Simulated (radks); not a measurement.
Results of a calculation; reference values are marked as such.
Lu3+, configuration [Xe] 4f13 6p1 (not the ground configuration).

Level of theory: scalar-relativistic Kohn-Sham, PBEsol, spin-polarised, spherical densities, finite nucleus; open shells are filled with parallel spins first (spin-orbit coupling, left out, can overturn this in heavy ions); Fermi nuclear charge, rms radius 5.37 fm (a radial shooting solver on a logarithmic mesh with Libxc functionals).

Energy parts (hartree):
| part | energy |
|---|---|
| total | -14554.7052 |
| kinetic | 15898.1179 |
| electron-nucleus | -35770.2241 |
| Hartree | 5611.6931 |
| exchange-correlation | -294.2922 |

Orbitals (lengths in bohr, moments of r in powers of bohr):
orbital  occ.  eigenvalue (hartree)       <r^4>
1s up       1             -2324.055   7.080e-07
1s down     1             -2324.055   7.080e-07
2s up       1             -396.8716   0.0001082
2s down     1             -396.8706   0.0001082
2p up       3             -349.4334  0.00008351
2p down     3             -349.4325  0.00008350
3s up       1             -91.10698    0.004032
3s down     1             -91.08776    0.004030
3p up       3             -76.86621    0.004292
3p down     3             -76.84692    0.004289
3d up       5             -59.73664    0.003337
3d down     5             -59.72175    0.003334
4s up       1             -19.32618     0.09646
4s down     1             -19.28913     0.09650
4p up       3             -14.64486      0.1281
4p down     3             -14.60861      0.1282
4d up       5              -8.53312      0.1941
4d down     5              -8.49757      0.1945
4f up       7              -1.80183      0.8917
4f down     6              -1.76851      0.9073
5s up       1              -3.56598       3.161
5s down     1              -3.54717       3.173
5p up       3              -2.42846       6.013
5p down     3              -2.41267       5.993
6p up       1              -0.79092       199.8

The highest occupied level is 6p up at -21.522 eV. Summed over all electrons, <r^2> = 41.24 bohr^2, which gives a Langevin (diamagnetic) susceptibility term of -32.7 x 10^-6 cm^3/mol. Spin moment in Bohr magnetons: 2.
